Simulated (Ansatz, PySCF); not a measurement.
System: C$_{2}$H$_{7}$BN, net charge 0, doublet state. SMILES: CC[B]N
Structure (B3LYP-D3(BJ)/def2-TZVP (Ansatz, an electronic-structure program) minimum search):
```xyz
11

C     -1.8041     0.4242    -0.3330
C     -0.5876    -0.5019    -0.1871
B      0.6229     0.1088     0.5915
N      1.9616     0.0279     0.2637
H     -1.5472     1.3295    -0.8868
H     -2.6200    -0.0694    -0.8649
H     -2.1759     0.7352     0.6445
H     -0.2605    -0.8434    -1.1815
H     -0.8928    -1.4082     0.3507
H      2.6974     0.4272     0.8222
H      2.3037    -0.4437    -0.5668
```
Charge 0, spin multiplicity 2.

Unscaled harmonic wavenumbers (cm⁻¹) in rising order, each level at the stationary point that it reaches from this structure (no distance between atoms moves by over 0.3 Å); the order of modes can differ between levels, and a negative number is imaginary. B3LYP-D3(BJ)/def2-TZVP (PySCF, at the structure above): 58, 214, 265, 380, 549, 575, 739, 786, 944, 990, 1034, 1089, 1264, 1274, 1404, 1416, 1444, 1502, 1506, 1622, 2948, 3012, 3029, 3085, 3094, 3470, 3631.

HF/3-21G (Ansatz): 51, 227, 280, 402, 582, 782, 823, 837, 1021, 1061, 1120, 1218, 1386, 1402, 1488, 1573, 1618, 1675, 1680, 1813, 3140, 3172, 3193, 3246, 3257, 3688, 3802. Zero-point energy 63.7 against 59.1 kcal/mol; where all levels lie over 400 cm⁻¹, the wavenumbers are on average 1.095 times those of B3LYP-D3(BJ)/def2-TZVP.

HF/6-31G* (Ansatz): 55, 234, 283, 403, 579, 587, 794, 831, 1021, 1057, 1117, 1192, 1368, 1387, 1490, 1562, 1600, 1647, 1651, 1796, 3146, 3179, 3197, 3252, 3263, 3786, 3900. Zero-point energy 63.4 against 59.1 kcal/mol; where all levels lie over 400 cm⁻¹, the wavenumbers are on average 1.075 times those of B3LYP-D3(BJ)/def2-TZVP.

B3LYP/6-31G* (Ansatz): 60, 215, 266, 375, 535, 559, 743, 783, 942, 995, 1042, 1098, 1277, 1286, 1409, 1439, 1478, 1532, 1537, 1647, 2962, 3024, 3042, 3102, 3114, 3474, 3632. Zero-point energy 59.4 against 59.1 kcal/mol; where all levels lie over 400 cm⁻¹, the wavenumbers are on average 1.005 times those of B3LYP-D3(BJ)/def2-TZVP.
